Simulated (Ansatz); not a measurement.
The same path of BrH + ClF2H2O2Ta (10 atoms, charge 0, multiplicity 1) was run twice with different band settings. Lost on the way: Br9–H10. Made: Ta1–Br9, O2–H10.

All numbers below come from RHF/def2-SVP in Ansatz.

Relaxed end points:

```xyz
10
Properties=species:S:1:pos:R:3
Ta -0.228 -0.292 0.239
O 1.508 0.472 0.377
H 2.024 0.428 1.172
F 0.049 -0.841 2.038
O -0.315 0.206 -1.549
H -0.255 0.498 -2.443
Cl -2.039 1.012 0.898
F -0.487 -2.094 -0.170
Br 2.682 2.018 -2.698
H 2.421 1.504 -1.408
```

```xyz
10
Properties=species:S:1:pos:R:3
Ta -0.132 0.456 -0.098
O 2.077 -0.165 -0.325
H 2.334 -0.919 0.195
F 0.511 0.864 1.639
O -0.362 -0.015 -1.880
H -0.281 -0.163 -2.806
Cl -2.325 0.986 0.376
F -0.069 -1.353 0.433
Br 0.857 2.714 -0.812
H 2.748 0.506 -0.265
```

Common settings: spring 5.0 eV/Å²; optimiser quadratic models (default); start path through a guess of the saddle point; force threshold 0.05 eV/Å; end points relaxed.

| run | movable images | climbing image | iteration limit |
| --- | --- | --- | --- |
| 1 | 5 | yes | 56 |
| 2 | 8 | no | 37 |

Problem. What does each run give, and how far can it be trusted?

Solution. Run 1: converged after 25 iterations, highest image 0.844 eV above the first end. Neighbouring images differ by up to 1.4 eV, so the band resolves the path poorly. A vibrational analysis at the climbing image gives one clearly imaginary mode, 1261i cm⁻¹: a first-order saddle point.
Run 2: converged after 30 iterations, highest image 0.826 eV above the first end. No image climbed, so the highest image needn't sit at the top of the path.
The orbitals stay closed-shell, which can raise the energy where a bond breaks towards radicals; this wasn't checked here.
